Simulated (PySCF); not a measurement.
A GIAO shielding run with PySCF 2.14 (density fitting, non-relativistic, gas phase) on `CC[Si@H](CCl)C1(Cl)CC1`, C6H12Cl2Si:

```
$ OMP_NUM_THREADS=1 python probes_run.py task.json out

{"job": {"kind": "nmr", "xc": "PBE0", "basis": "pcSseg-1"}, "charge": 0, "multiplicity": 1}
C     -2.130624    -1.072576    -0.932141
C     -1.712753     0.387841    -0.781881
Si    -0.274853     0.637364     0.435279
C      0.259421     2.472451     0.432963
Cl    -1.065984     3.442805     1.125268
C      1.232527    -0.374427    -0.121789
Cl     1.772951     0.124239    -1.737053
C      1.390105    -1.827712     0.202698
C      2.308567    -0.822765     0.820086
H     -2.971676    -1.161395    -1.616692
H     -2.426980    -1.490566     0.026714
H     -1.307745    -1.665209    -1.323200
H     -2.570662     0.975614    -0.452600
H     -1.430593     0.775575    -1.763182
H     -0.602617     0.230850     1.808917
H      1.137107     2.660539     1.045719
H      0.442758     2.864237    -0.564361
H      1.790297    -2.480944    -0.557773
H      0.630153    -2.285386     0.817456
H      2.190308    -0.581341     1.865482
H      3.331371    -0.792250     0.476917
```

Hardware: 1 thread of an Arm Neoverse N1, shared host. The job also computes population analyses, field gradients, ring-centre shieldings.

(1) How large is the calculation?

(2) How long does it take, and how much memory does it need?

Results:

(1) 96 electrons, 234 basis functions and 1281 auxiliary functions.

(2) 100 s of wall time, with 14 SCF cycles and 4 response iterations; peak memory 1.1 GiB. Times on a shared host scatter by some tens of per cent.
